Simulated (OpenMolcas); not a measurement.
Computed levels of 4s² 4p in ions with 31 electrons, in cm-1 above ²P°_1/2.

- Program: OpenMolcas 26.06
- Method: RASSCF
- Basis: ANO-R2
- Scalar Hamiltonian: X2C, finite nucleus
- Spin-orbit coupling: RASSI with atomic mean-field integrals over the reference wave functions, term energies averaged over their components

Active space for each ion: 3 electrons in 9 orbitals (RAS2 4s 4p; RAS3 4d, at most 2 electrons).

```json
{"Level": "²P°_3/2", "Ga": "794", "Ge+": "1608", "As2+": "2578", "Br4+": "5464", "Kr5+": "7372"}
```

Problem. Estimate ²P°_3/2 for Se3+ from its neighbours As2+ and Br4+.

Solution. ²P°_3/2 is fine structure, which grows about as the fourth power of a screened charge, so the fourth roots are averaged: ((2578^0.25 + 5464^0.25) / 2)^4 = 3820. The calculation gives 3833, so the estimate is off by -0.3 %; the measured value is 4376 (Moore, Atomic Energy Levels, vol. II, NSRDS-NBS 35 (1971 reprint of NBS Circular 467, 1952)).

Active for correlation alone: 4d; no level in the range computed is led by a configuration that fills it, so any true level of that kind is missing. Some high roots are left out of the spin-orbit mixing, which shifts the levels that they would mix with (holds for Ga; Ge+). Without dynamic correlation excited terms often stand tens of per cent too high (terms of higher spin than the ground term too low), and those without a measured partner can miss by more than the paired ones (holds for Ga; Ge+). Measured partners are found by configuration, term and J. A level has none where our copy of the source lacks it or the pairing is in doubt (some pairs that miss far off the trend of their configuration count as doubtful), and it then counts in no deviation. Only configurations of the active space appear.

° marks odd parity.
